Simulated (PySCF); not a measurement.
Choosing a molecule for a target property.

Species are written as SMILES; each is one conformer at its optimised geometry, gas phase, non-relativistic unless stated. Electronic properties by PySCF.

The conformers computed, where there is a choice (atom-mapped SMILES and torsion angles):
- `[CH3:1][N:2]([CH3:3])[CH2:4][SiH2:5][SiH2:6][SiH3:7]`: C1–N2–C4–Si5 -70°, N2–C4–Si5–Si6 -33°, C4–Si5–Si6–Si7 -6°
- `[N:1]#[C:2][SiH2:3][SiH2:4][SiH3:5]`: C2–Si3–Si4–Si5 -55°
- `[CH3:1][CH2:2][Si@@H:3]1[CH2:4][CH2:5][Si@H:6]1[NH2:7]`: C1–C2–Si3–C4 168°, H–N7–Si6–C5 173°, H–N7–Si6–C5 -50°
- `[CH3:1][c:2]1[cH:3][cH:4][c:5]([C:6]([F:7])([F:8])[F:9])[n+:10]([CH3:11])[cH:12]1`: C4–C5–C6–F7 -121°
- `[CH3:1]/[N:2]=[CH:3]/[C@@H:4]1[CH2:5][Si@@H:6]([CH2:7][F:8])[NH:9]1`: N2–C3–C4–C5 104°, C5–Si6–C7–F8 -103°
- `[CH3:1][Si@H:2]([CH2:3][SiH3:4])[Si@@H:5]([CH3:6])[NH2:7]`: C1–Si2–C3–Si4 -67°, C1–Si2–Si5–C6 -73°, H–N7–Si5–Si2 54°, H–N7–Si5–Si2 -167°

**Question.** Wanted: HOMO energy below -7 eV (PBE0/pcSseg-1) and smallest rotational constant above 0.94 GHz (GFN2-xTB), at GFN2-xTB geometries. Which candidate meets both?
A. `C/N=C/[C@@H]1C[Si@@H](CF)N1`
B. `C1(=C/F)/C(=C)[C@H]([C@@H]1F)C#C`
C. `CN(C)C[SiH2][SiH2][SiH3]`
D. `Cc1ccc(C(F)(F)F)[n+](C)c1`
E. `N#C[SiH2][SiH2][SiH3]`
F. `CC[Si@@H]1CC[Si@H]1N`

**Answer.** E. Computed values:
```
                         species  HOMO energy  smallest rotational constant
       Cc1ccc(C(F)(F)F)[n+](C)c1    -12.92 eV                     0.523 GHz
           N#C[SiH2][SiH2][SiH3]     -8.89 eV                     0.997 GHz
C1(=C/F)/C(=C)[C@H]([C@@H]1F)C#C     -7.04 eV                     0.711 GHz
     C/N=C/[C@@H]1C[Si@@H](CF)N1     -6.87 eV                     0.583 GHz
            CC[Si@@H]1CC[Si@H]1N     -6.75 eV                     0.882 GHz
        CN(C)C[SiH2][SiH2][SiH3]     -6.59 eV                     0.809 GHz
```

**Question.** Wanted: HOMO–LUMO gap above 6.7 eV (PBE0/pcSseg-1) and dipole moment above 0.7 D (PBE0/pcSseg-1), at GFN2-xTB geometries. Which candidate meets both?
A. `C[Si@H](C[SiH3])[Si@@H](C)N`
B. `C1(=C\F)/[C@@H](F)[C@@H](C1=C)C#C`
C. `N#C[SiH2][SiH2][SiH3]`
D. `CN(C)C[SiH2][SiH2][SiH3]`

**Answer.** C. Computed values:
```csv
species,HOMO–LUMO gap,dipole moment
C1(=C\F)/[C@@H](F)[C@@H](C1=C)C#C,5.52 eV,0.95 D
CN(C)C[SiH2][SiH2][SiH3],6.33 eV,1.99 D
C[Si@H](C[SiH3])[Si@@H](C)N,7.12 eV,0.51 D
N#C[SiH2][SiH2][SiH3],7.84 eV,3.82 D
```
